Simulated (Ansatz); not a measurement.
TiAl₅⁻. Total charge -1; singlet. Geometry PBE-D4/def2-SVPD.

```xyz
6

Ti    0.749    0.250   -0.128
Al   -1.060    0.784    1.673
Al   -1.598    1.087   -0.902
Al   -0.847   -1.413   -1.344
Al    3.059    1.003   -0.527
Al   -0.302   -1.713    1.228
```

LC-ωPBE has ω = 0.4 bohr⁻¹. At PBE-D4/def2-TZVPD the restricted singlet is unstable: a solution with broken spin symmetry lies lower. The restricted singlet is unstable towards broken spin symmetry at other levels; at r2SCAN-D4/def2-TZVPD, PBE0-D4/def2-TZVPD, LC-ωPBE/def2-TZVPD, ωB97M-V/def2-TZVPD this wasn't settled. No other spin state of charge -1 was run. The geometry of the singlet was relaxed on an unsound state (restricted singlet, unstable towards broken spin symmetry at other levels and untested here). Another isomer (singlet) lies 1.19 eV lower at PBE0-D4/def2-TZVPD; other spin states weren't run for this one.

Estimate the orbital energies around the gap (eV) in Ansatz with PBE-D4/def2-TZVPD, r2SCAN-D4/def2-TZVPD, PBE0-D4/def2-TZVPD, LC-ωPBE/def2-TZVPD, ωB97M-V/def2-TZVPD.


```csv
orbital,PBE-D4/def2-TZVPD,r2SCAN-D4/def2-TZVPD,PBE0-D4/def2-TZVPD,LC-ωPBE/def2-TZVPD,ωB97M-V/def2-TZVPD
HOMO−9,-6.84,-7.29,-8.33,-11.78,-10.81
HOMO−8,-4.51,-4.77,-5.63,-8.39,-7.85
HOMO−7,-4.50,-4.76,-5.62,-8.38,-7.78
HOMO−6,-4.43,-4.74,-5.61,-8.38,-7.77
HOMO−5,-2.00,-2.04,-2.58,-4.29,-4.13
HOMO−4,-1.41,-1.52,-1.93,-3.58,-3.24
HOMO−3,-1.20,-1.32,-1.79,-3.57,-3.11
HOMO−2,-1.11,-1.23,-1.67,-3.25,-2.97
HOMO−1,-0.32,-0.46,-1.06,-3.11,-2.79
HOMO,-0.32,-0.46,-1.06,-3.11,-2.79
LUMO,0.15,0.13,0.64,2.03,2.09
LUMO+1,0.19,0.16,0.64,2.03,2.10
LUMO+2,0.19,0.16,0.69,2.37,2.26
LUMO+3,0.46,0.59,1.51,3.25,3.09
LUMO+4,1.11,1.18,1.69,3.27,3.20
LUMO+5,1.13,1.19,1.71,3.55,3.21
```
